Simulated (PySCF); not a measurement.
# Basis and Hamiltonian dependence of the excitation energy of Rh⁺

Rh⁺ [Kr] 4d8 (3F) → Rh⁺ [Kr] 4d7 5s1 (5F). Calculated with PySCF 2.14 from differences of total energies of unrestricted determinants, without spin-orbit coupling. Values in eV.

| basis | Hamiltonian | functions | UHF | r2SCAN | PBE0 | MP2 (valence) | CCSD(T) (valence) | CCSD(T) (valence and next inner shell) |
| --- | --- | --- | --- | --- | --- | --- | --- | --- |
| aug-cc-pVDZ-PP with ECP28MDF | ECP | 54 | 1.370 | 1.794 | 2.000 | 2.067 | 1.989 | n/a |
| def2-TZVPPD with the def2 core potential (28 electrons) | ECP | 56 | 1.348 | 1.788 | 1.995 | 2.178 | 2.096 | 1.899 |
| ANO-RCC-VTZP | spin-free X2C | 68 | 1.360 | 2.031 | 2.152 | 2.229 | 2.133 | 1.997 |
| aug-cc-pwCVDZ-PP with ECP28MDF | ECP | 70 | 1.292 | 1.709 | 1.919 | 2.049 | 1.955 | 1.690 |
| x2c-TZVPPall | spin-free X2C | 79 | 1.326 | 1.966 | 2.087 | 2.178 | 2.087 | 1.938 |
| aug-cc-pVTZ-PP with ECP28MDF | ECP | 88 | 1.287 | 1.688 | 1.905 | 2.124 | 2.027 | n/a |
| def2-QZVPPD with the def2 core potential (28 electrons) | ECP | 88 | 1.330 | 1.736 | 1.944 | 2.199 | 2.100 | n/a |
| x2c-TZVPPall with one added diffuse shell each of s, p, d, f type | spin-free X2C | 95 | 1.327 | 1.966 | 2.087 | 2.181 | 2.084 | n/a |
| aug-cc-pVTZ-DK | spin-free X2C | 102 | 1.324 | 1.941 | 2.062 | 2.171 | 2.070 | n/a |
| aug-cc-pVTZ-PP with one added diffuse shell each of s, p, d, f, g type with ECP28MDF | ECP | 113 | 1.286 | 1.687 | 1.904 | 2.124 | n/a | n/a |
| x2c-QZVPPall | spin-free X2C | 118 | 1.318 | 1.926 | 2.063 | 2.186 | n/a | n/a |
| aug-cc-pwCVTZ-PP with ECP28MDF | ECP | 122 | 1.277 | 1.686 | 1.902 | 2.156 | n/a | n/a |
| aug-cc-pwCVTZ-DK | spin-free X2C | 136 | 1.317 | 1.941 | 2.065 | 2.196 | n/a | n/a |

Frozen in the all-electron rows: valence: [Kr]; valence and next inner shell: [Ar] 3d10; with a core potential, the same shells as far as they lie outside it.

Reference for a calculation without spin-orbit coupling: 2.126 eV (measured, between term centres; NIST).
